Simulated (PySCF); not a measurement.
One of the candidates below gave these computed data.

All candidates are C10H10.

| technique | computed result |
| --- | --- |
| 13C NMR | chemical shifts (computed TMS as zero) by class: 149.1 (1 C), 146.8 (1 C), 141.9 (1 C), 138.7 (1 C), 87.3 (1 C), 75.3 (1 C), 40.7 (1 C), 23.1 (1 C), 15.0 (2 C) ppm [GIAO PBE0/pcSseg-1] |
| Dipole | 1.51 D [PBE0/pcSseg-1] |
| Rotational structure | rotational constants A, B, C: 3.864, 0.727, 0.695 GHz [GFN2-xTB] |
| 1H NMR | chemical shifts (computed TMS as zero) by class: 6.91 (1 H), 6.33 (1 H), 5.94 (1 H), 3.43 (2 H), 1.48 (2 H), 1.46 (2 H), 1.42 (1 H) ppm [GIAO PBE0/pcSseg-1] |

Gas-phase values; electronic properties from PySCF, density fitting. Levels stand in brackets. One conformer (not necessarily the lowest) at the GFN2-xTB geometry, without solvent, vibrations or thermal averaging. Each NMR value is the plain mean over a class of atoms that symmetry, rotation or inversion makes alike.

Question: Which candidate is it?
A. `CC#CC1=CCC=CC=C1`
B. `C#Cc1cccc(CC)c1`
C. `C#CCC1=CC2(C=C1)CC2`
D. `CCC#Cc1ccccc1`
E. `C1=Cc2ccccc2CC1`

Answer: C. It is `C#CCC1=CC2(C=C1)CC2`. Numbering: `[CH:1]#[C:2][CH2:3][C:4]1=[CH:5][C:6]2([CH:7]=[CH:8]1)[CH2:9][CH2:10]2`. Its formula, C10H10, gives 6 degrees of unsaturation: 2 rings and 4 π bonds in the structure found. 10 carbons fall into 9 classes; from least to most shielded: alkene CH carbon [C7] (149.1 ppm), fully substituted alkene carbon [C4] (146.8 ppm), alkene CH carbon [C5] (141.9 ppm), alkene CH carbon [C8] (138.7 ppm), alkyne carbon [C2] (87.3 ppm), terminal alkyne carbon [C1] (75.3 ppm), sp3 carbon at a ring junction [C6] (40.7 ppm), allylic carbon [C3] (23.1 ppm), three-membered-ring carbon [C9/C10] (15.0 ppm, 2 C). Hydrogen classes from least to most shielded: 1 H on an alkene CH carbon, C8 (6.91 ppm), 1 H on an alkene CH carbon, C7 (6.33 ppm), 1 H on an alkene CH carbon, C5 (5.94 ppm), 2 H on an allylic carbon, C3 (3.43 ppm), 2 H on 2 three-membered-ring carbons, C9/C10 (1.48 ppm), 2 H on 2 three-membered-ring carbons, C9/C10 (1.46 ppm), 1 H on a terminal alkyne carbon, C1 (1.42 ppm). The optimised geometry has point group C1 and is an asymmetric top.

The others, at the same levels:
- `C1=Cc2ccccc2CC1` fails: it has 10 carbon classes against 9; its computed 13C shifts are 140.6 (1 C), 138.8 (1 C), 136.4 (1 C), 136.0 (1 C), 133.1 (1 C), 132.8 (1 C), 132.2 (1 C), 131.6 (1 C), 31.7 (1 C), 27.2 (1 C) ppm, 1H shifts are 7.47 (1 H), 7.41 (1 H), 7.40 (1 H), 7.27 (1 H), 6.80 (1 H), 6.32 (1 H), 2.81 (2 H), 2.37 (2 H) ppm and rotational constant A is 2.951 GHz (against 3.864 GHz).
- `C#Cc1cccc(CC)c1` fails: it has 10 carbon classes against 9; its computed 13C shifts are 151.5 (1 C), 138.9 (1 C), 136.8 (1 C), 134.2 (1 C), 133.8 (1 C), 127.1 (1 C), 89.5 (1 C), 86.7 (1 C), 35.0 (1 C), 22.4 (1 C) ppm, 1H shifts are 7.72 (1 H), 7.72 (1 H), 7.58 (1 H), 7.44 (1 H), 2.77 (1 H), 2.64 (2 H), 1.21 (3 H) ppm and rotational constant A is 2.450 GHz (against 3.864 GHz).
- `CCC#Cc1ccccc1` fails: it has 8 carbon classes against 9; its computed 13C shifts are 138.5 (2 C), 133.6 (2 C), 132.5 (1 C), 128.9 (1 C), 101.8 (1 C), 88.2 (1 C), 16.9 (1 C), 16.5 (1 C) ppm, 1H shifts are 7.75 (2 H), 7.57 (2 H), 7.50 (1 H), 2.63 (2 H), 1.33 (3 H) ppm and rotational constant A is 4.511 GHz (against 3.864 GHz).
- `CC#CC1=CCC=CC=C1` fails: it has 10 carbon classes against 9; its computed 13C shifts are 140.6 (1 C), 137.2 (1 C), 132.0 (1 C), 129.7 (1 C), 126.2 (1 C), 124.2 (1 C), 94.0 (1 C), 85.8 (1 C), 32.5 (1 C), 5.7 (1 C) ppm, 1H shifts are 7.14 (1 H), 6.99 (1 H), 6.51 (1 H), 5.75 (1 H), 5.50 (1 H), 2.17 (3 H), 2.13 (2 H) ppm and rotational constant A is 3.333 GHz (against 3.864 GHz).

Each candidate is one conformer, not necessarily the lowest. Dipoles, sizes and rotational constants follow the conformer. The torsions of the flexible species, by atom-mapped SMILES:
- `[CH:1]#[C:2][CH2:3][C:4]1=[CH:5][C:6]2([CH:7]=[CH:8]1)[CH2:9][CH2:10]2`: C2–C3–C4–C5 125°
- `[CH:1]#[C:2][c:3]1[cH:4][cH:5][cH:6][c:7]([CH2:8][CH3:9])[cH:10]1`: C6–C7–C8–C9 89°
